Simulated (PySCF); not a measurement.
**Shifts of the heteroatoms**

Geometry (Å), atoms numbered from 1 in this order:
```xyz
17

C    -2.455    0.410   -0.501
C    -1.278    0.483    0.462
C     0.044    0.742   -0.211
C     0.828   -0.288    0.145
C     2.218   -0.624   -0.183
N     2.935    0.357   -0.792
O     2.706   -1.708    0.078
Si   -0.511   -1.170    1.153
H    -3.366    0.147    0.034
H    -2.615    1.368   -0.996
H    -2.275   -0.343   -1.265
H    -1.490    1.251    1.211
H     0.249    1.585   -0.857
H     3.892    0.176   -1.042
H     2.535    1.251   -1.010
H    -0.342   -1.244    2.601
H    -1.083   -2.382    0.579
```

[PySCF 2.14: shielding tensors at PBE0/pcSseg-1 (GIAO); geometry: GFN2-xTB; relativity neglected; single conformer; fast rotation and ring inversion assumed for equivalent nuclei; isolated molecule]

**Question.** Predict the ²⁹Si NMR data.

**Answer.** 
```json
{"atoms": "Si8", "environment": "silicon bonded to 2 C, 2 H, in a 4-membered ring", "σ (ppm)": "390.5", "δ (ppm)": "-41.0"}
```

Shieldings were converted by a linear fit to measured shifts: ²⁹Si (scatter 8.9 ppm rms, 25.8 ppm with the 6 outliers that the fit left out vs TMS, solution or neat liquid). A few per cent of atoms miss by over 2 rms, more outside the fitted compound classes.

On a 500 MHz spectrometer ²⁹Si resonates near 99.3 MHz, so 1 ppm is 99.3 Hz.

**Question.** What are the ¹⁵N shifts?

**Answer.** 
| atoms | environment | σ (ppm) | δ (ppm) |
| --- | --- | --- | --- |
| N6 | amide-type nitrogen | 162.1 | -297.4 |

Shieldings were converted by a linear fit to measured shifts: ¹⁵N (scatter 6.3 ppm rms vs CH3NO2, solution or neat liquid). Occasional misses reach two or three times the rms, and more in compound classes unlike the fitted ones.

On a 400 MHz spectrometer ¹⁵N resonates near 40.5 MHz, so 1 ppm is 40.5 Hz.

**Question.** Predict the ¹⁷O NMR data.

**Answer.** 
| atoms | environment | σ (ppm) | δ (ppm) |
| --- | --- | --- | --- |
| O7 | amide-type carbonyl oxygen | -95.5 | 353.7 |

Shieldings were converted by a linear fit to measured shifts: ¹⁷O (scatter 10.7 ppm rms, 12.2 ppm with the 3 outliers that the fit left out vs liquid water, solution or neat liquid). Occasional misses reach two or three times the rms, and more in compound classes unlike the fitted ones.

On a 600 MHz spectrometer ¹⁷O resonates near 81.3 MHz, so 1 ppm is 81.3 Hz.

Hydrogen bonding in solution shields acid and N–H amide carbonyl oxygens by tens of ppm.
